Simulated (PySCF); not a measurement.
**Electric field gradients and quadrupole coupling constants**

C7H12OSi.
Z-matrix (Å and degrees, GFN2-xTB geometry), rows numbered from 1:
```
C 
C   1  1.3188
C   2  1.5019  1  124.44
C   3  1.5330  2  110.13  1   120.44
C   3  1.5080  2  109.04  1  -118.83
C   5  1.3440  3  125.62  2   115.57
Si  6  1.8577  5  109.94  3   179.65
C   7  1.9228  6   87.56  5     0.30
O   5  1.3471  3  113.85  2   -64.28
H   1  1.0770  2  121.99  3  -179.74
H   1  1.0781  2  121.83  3    -0.02
H   2  1.0813  1  120.99  3  -179.75
H   3  1.0938  2  109.67  1    -0.33
H   4  1.0878  3  110.23  2   178.86
H   4  1.0875  3  110.09  2   -60.94
H   4  1.0868  3  109.89  2    59.05
H   6  1.0741  5  120.84  3    -0.07
H   7  1.4670  6  116.82  5  -112.41
H   7  1.4660  6  117.46  5   113.23
H   8  1.0922  7  113.58  6  -118.54
H   8  1.0920  7  113.57  6   118.43
```

Field gradients from the PBE0/pcSseg-1 density (PySCF, non-relativistic), principal values in atomic units, ordered |Vxx| ≤ |Vyy| ≤ |Vzz|:

```json
{"atom": "O9", "Vxx": "-0.3048", "Vyy": "-1.5374", "Vzz": "1.8422"}
```

Question: Find the asymmetry η = (Vxx − Vyy)/Vzz and the couplings χ = eQV/h (234.96 MHz × Q in barn × V in au), with Q(17O) = −0.0256 b.

Answer: 
| atom | environment | nucleus | η | χzz (MHz) | χxx (MHz) | χyy (MHz) |
| --- | --- | --- | --- | --- | --- | --- |
| O9 | cyclic ether oxygen | 17O | 0.67 | -11.08 | 1.83 | 9.25 |

The tensor is traceless: Vxx + Vyy + Vzz = 0.

Question: What is Vzz at O9 in SI units (1 au = 9.71736 × 10²¹ V/m²)?

Answer: 1.8422 au = 17.901 × 10²¹ V/m².

Question: And the gradient at the other heavy atoms, for which no coupling is worked out here?

Answer: 
```tsv
atom	environment	Vzz (au)	η
C1	terminal =CH2 carbon	0.287	0.45
C2	alkene CH carbon	0.331	0.61
C3	allylic carbon	0.068	0.95
C4	methyl carbon	0.102	0.19
C5	vinylic carbon bearing oxygen	-0.409	0.36
C6	alkene CH carbon	0.096	0.22
Si7	SiH2 silicon	0.330	0.48
C8	sp3 carbon bound to oxygen	0.482	0.25
```

Question: What couplings would deuterons (Q(2H) = 0.00286 b) have in place of the hydrogens, at this geometry?

Answer: 
| atom | bonded to | bond length (Å) | Vzz (au) | η | χzz (kHz) |
| --- | --- | --- | --- | --- | --- |
| H10 | C1 | 1.077 | 0.3380 | 0.05 | 227 |
| H11 | C1 | 1.078 | 0.3357 | 0.06 | 226 |
| H12 | C2 | 1.081 | 0.3239 | 0.05 | 218 |
| H13 | C3 | 1.094 | 0.2955 | 0.02 | 199 |
| H14 | C4 | 1.088 | 0.3140 | 0.02 | 211 |
| H15 | C4 | 1.087 | 0.3146 | 0.02 | 211 |
| H16 | C4 | 1.087 | 0.3130 | 0.03 | 210 |
| H17 | C6 | 1.074 | 0.3507 | 0.08 | 236 |
| H18 | Si7 | 1.467 | 0.1595 | 0.02 | 107 |
| H19 | Si7 | 1.466 | 0.1602 | 0.02 | 108 |
| H20 | C8 | 1.092 | 0.3034 | 0.09 | 204 |
| H21 | C8 | 1.092 | 0.3037 | 0.09 | 204 |

The structure is a single GFN2-xTB conformer in the gas phase; no vibrational or solvent corrections. GFN2-xTB bond lengths can be off by several hundredths of an ångström, more for odd bonds, and the gradients follow them. A larger basis could move these couplings by a tenth or more.
